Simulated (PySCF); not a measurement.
A PySCF script (with the pyscf-properties extension) for the NMR shieldings of `InChI=1S/C3H12BNS/c4-5-2-1-3-6/h6H,1-3,5H2,4H3`, on a GFN2-xTB geometry:

```python
import basis_set_exchange as bse
import numpy as np
from pyscf import gto, dft
from pyscf.prop import nmr

atoms = """
B     1.656835    1.022233    0.491383
N     1.200992    0.081373   -0.777465
C     0.431535   -1.129497   -0.477091
C    -0.915200   -0.810901    0.167236
C    -1.961225   -0.265611   -0.793264
S    -1.530357    1.350147   -1.549024
H     2.129651    0.290024    1.303376
H     0.684615    1.593788    0.896922
H     2.449815    1.787094    0.035660
H     0.660543    0.682919   -1.403052
H     2.069224   -0.169673   -1.237466
H     1.019863   -1.726740    0.223464
H     0.273178   -1.715864   -1.391847
H    -1.316755   -1.729738    0.601100
H    -0.743877   -0.102083    0.977546
H    -2.913839   -0.134047   -0.278642
H    -2.111303   -0.936718   -1.640159
H    -1.092456    1.919609   -0.425094
"""
names = dict.fromkeys(["B", "N", "C", "S", "H"], "pcSseg-1")
basis = {el: gto.basis.parse(bse.get_basis(n, elements=[el], fmt="nwchem")) for el, n in names.items()}
mol = gto.M(atom=atoms, basis=basis, charge=0, verbose=0)
mf = dft.RKS(mol, xc="PBE0")
mf.grids.level = 2
mf.grids.alignment = dft.numint.BLKSIZE   # the property module wants whole blocks of grid points
mf.conv_tol = 1e-9
mf.kernel()

calc = nmr.RKS(mf)   # GIAO
C = mf.mo_coeff
Co = C[:, mf.mo_occ > 0]
resp = mf.gen_response(singlet=True, hermi=2)
def vind(x):   # induced exchange potential for any number of trial vectors
    d = np.einsum("pi,xij,qj->xpq", C, 2 * x.reshape(-1, C.shape[1], Co.shape[1]), Co, optimize=True)
    return np.einsum("xpq,pi,qj->xij", resp(d - d.transpose(0, 2, 1)), C, Co, optimize=True).ravel()
mo1, _ = nmr.rhf.solve_mo1(calc, with_cphf=vind)
sigma = calc.kernel(mo1)
for i, s in enumerate(sigma):   # ppm
    w = np.linalg.eigvalsh((s + s.T) / 2)
    print("%2d %-2s iso %8.1f  s11 %8.1f  s22 %8.1f  s33 %8.1f" % (i, mol.atom_pure_symbol(i), w.mean(), *w))
```

**Question.** Give the expected output.

**Answer.** 
```
 0 B  iso    126.6  s11    108.3  s22    118.7  s33    152.9
 1 N  iso    212.1  s11    192.6  s22    213.4  s33    230.4
 2 C  iso    135.3  s11    120.1  s22    130.4  s33    155.3
 3 C  iso    160.4  s11    151.3  s22    157.6  s33    172.2
 4 C  iso    153.5  s11    138.3  s22    154.6  s33    167.6
 5 S  iso    610.9  s11    478.4  s22    545.3  s33    809.0
 6 H  iso     30.1  s11     27.2  s22     28.1  s33     35.1
 7 H  iso     29.6  s11     26.1  s22     28.4  s33     34.3
 8 H  iso     29.8  s11     26.8  s22     27.7  s33     34.9
 9 H  iso     25.4  s11     16.0  s22     21.7  s33     38.5
10 H  iso     29.0  s11     20.9  s22     26.2  s33     39.9
11 H  iso     28.7  s11     23.8  s22     27.5  s33     34.8
12 H  iso     28.8  s11     24.7  s22     27.4  s33     34.2
13 H  iso     30.2  s11     24.3  s22     28.5  s33     37.9
14 H  iso     28.7  s11     25.8  s22     27.9  s33     32.5
15 H  iso     28.4  s11     21.5  s22     27.8  s33     35.9
16 H  iso     29.6  s11     25.0  s22     27.8  s33     36.1
17 H  iso     28.5  s11     22.1  s22     26.8  s33     36.7
```

These numbers come from an equivalent density-fitted implementation of the same equations, which agrees with the script to about 0.01 ppm for H and up to a few tenths of a ppm for heavy atoms, so last digits may differ.

Size and cost of the density-fitted run: 169 basis functions, 41 s wall time on 1 thread of an Arm Neoverse N1, shared host; peak memory 0.76 GiB.
